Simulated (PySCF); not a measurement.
MgCl, SMILES [Mg+][Cl], charge +1.

Coordinates come from a PBE0-D3(BJ)/def2-TZVPD optimisation. The multiplicity is an assumed one; other spin states were not compared.

Method: TDDFT-PBE/def2-TZVPD (PySCF 2.14.0).

Vertical excitations; the highest root listed may be one member of a degenerate set. Isolated molecule, no solvent. State labels are in the subgroup C2v.

| state | symmetry | energy (eV) | λ (nm) | f | main pairs |
|---|---|---|---|---|---|
| S1 | B2 | 2.38 | 520 | 0.005 | HOMO→LUMO (degenerate set) |
| S2 | B1 | 2.38 | 520 | 0.005 | HOMO−1→LUMO (degenerate set) |
| S3 | A1 | 4.52 | 274 | 0.146 | HOMO−2→LUMO 92 % |
| S4 | A1 | 6.05 | 205 | 0.000 | HOMO−1→LUMO+1, HOMO→LUMO+2 (degenerate set) |
| S5 | A2 | 6.05 | 205 | 0.000 | HOMO→LUMO+1, HOMO−1→LUMO+2 (degenerate set) |
| S6 | A2 | 6.06 | 205 | 0.000 | HOMO−1→LUMO+2 50 %, HOMO→LUMO+1 50 % |
| S7 | A1 | 6.84 | 181 | 0.282 | HOMO−1→LUMO+1 44 %, HOMO→LUMO+2 44 %, HOMO−2→LUMO 7 % |
| S8 | B1 | 7.61 | 163 | 0.045 | HOMO−2→LUMO+1 (degenerate set) |
| S9 | B2 | 7.61 | 163 | 0.045 | HOMO−2→LUMO+2 (degenerate set) |
| S10 | B2 | 7.90 | 157 | 0.132 | HOMO→LUMO+3 89 % |
| T1 | B1 | 2.19 | 567 | 0 | HOMO−1→LUMO (degenerate set) |
| T2 | B2 | 2.19 | 567 | 0 | HOMO→LUMO (degenerate set) |
| T3 | A1 | 3.39 | 366 | 0 | HOMO−2→LUMO 100 % |
| T4 | A1 | 5.77 | 215 | 0 | HOMO→LUMO+2 50 %, HOMO−1→LUMO+1 50 % |
Triplets are in the Tamm–Dancoff approximation, which puts them higher than full response would, so one can lie above its singlet here.
